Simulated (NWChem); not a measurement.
**Basis-set convergence for H5BO**

```xyz
7

B     -0.8790     0.2686     0.0000
H     -0.9966     0.9090    -1.0283
H     -1.4456    -0.8159     0.0000
H     -0.9966     0.9090     1.0283
O      0.7476    -0.1244     0.0000
H      0.9265    -0.6752    -0.7739
H      0.9265    -0.6752     0.7739
```
Charge 0, spin multiplicity 1.

Everything below was run with NWChem. Structure: optimised with PBE0/def2-SVP, a minimum by its harmonic frequencies.

Quantity: first vertical ionisation energy at the level G0W0@PBE0.

GW and range-separated runs recompute their integrals, the others keep them in memory, which bears on the times. The structure started from a generated list of species.

Relative cost: rough, from shared machines, SCF included, def2-SVP = 1.

```tsv
basis	functions	first vertical ionisation energy (eV)	relative cost
def2-SVP	53	10.68	1
def2-SVPD	83	10.71	under 3
def2-TZVP	92	10.82	3
def2-TZVPD	122	10.83	4
```

Smallest basis within 0.05 eV of def2-TZVPD, the largest set run: def2-TZVP, with 92 functions against 122. def2-TZVPD isn't the basis-set limit itself, and a small set can land close by cancellation.
